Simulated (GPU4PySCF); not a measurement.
C9H14O3Si, SMILES O(C)[Si](OC)(c1ccccc1)OC.

Geometry: ωB97X-D3(BJ)/def2-TZVP. The isomer is the one that the SMILES or the coordinates give; other isomers of the formula were not compared. Other conformers were not sampled.

Two levels are set side by side: TDA-PBE/def2-SVPD (GPU4PySCF) and TDA-M06-2X/def2-SVPD (GPU4PySCF). Vertical, same geometry. The lowest singlet is HOMO→LUMO 64 %, HOMO−2→LUMO 36 % with PBE and HOMO→LUMO 56 %, HOMO−1→LUMO+1 42 % with the other functional; states are paired by order. Differences are taken from unrounded values.

```tsv
quantity	TDA-M06-2X
lowest singlet excitation (eV)	5.56
lowest triplet excitation (TDA) (eV)	4.51
first bright state (f over 0.05) (eV)	7.47
its oscillator strength	0.94
```

Task: What does TDA-PBE give, and how far is it from TDA-M06-2X? (The exact figures need the calculation; the answer reports its results.)

Result: 
```
quantity                               TDA-PBE  TDA-PBE minus TDA-M06-2X
-------------------------------------  -------  ------------------------
lowest singlet excitation (eV)            4.92                     -0.64
lowest triplet excitation (TDA) (eV)      4.15                     -0.36
first bright state (f over 0.05) (eV)     5.98                     -1.49
its oscillator strength                   0.10                     -0.84
```

A lower first singlet is the usual sign of a functional without exact exchange. Differences between two approximate levels are no errors against the true value.
